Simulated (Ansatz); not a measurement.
Species: sum formula AlClF2, charge 0, multiplicity 1. SMILES: [F][Al]([F])[Cl]
Geometry: optimised at B3LYP-D3(BJ)/def2-TZVP (Ansatz, a quantum-chemistry and plane-wave program).

Quantity: vertical ionisation energy (to the doublet state of charge +1; each state is the SCF solution reached for its spin), in eV. Cores are frozen in the correlated levels unless marked. Open shells are spin-unrestricted. Spin-orbit coupling is left out. Non-relativistic. Basis-set limits of correlation are two-point, X^-3; Hartree-Fock from the larger set. [CCSD(T)-MP2]/basis is that difference in the basis named.

```csv
level,program,vertical ionisation energy (eV),minus last row
HF/aug-cc-pV(D+d)Z,Ansatz,11.86,-1.11
B2PLYP/def2-TZVPD,Ansatz,12.77,-0.20
MP2/aug-cc-pV(Q+d)Z,Ansatz,12.99,0.02
RI-MP2/aug-cc-pV(Q+d)Z,Ansatz,12.99,0.02
SCS-MP2/aug-cc-pV(T+d)Z,Ansatz,12.81,-0.16
"RI-MP2/CBS(aug-cc-pV(T+d)Z,aug-cc-pV(Q+d)Z)+[CCSD(T)-MP2]/aug-cc-pV(Q+d)Z",Ansatz,12.96,-0.01
"CCSD(T)/CBS(aug-cc-pV(T+d)Z,aug-cc-pV(Q+d)Z)",Ansatz,12.97,0.00
```
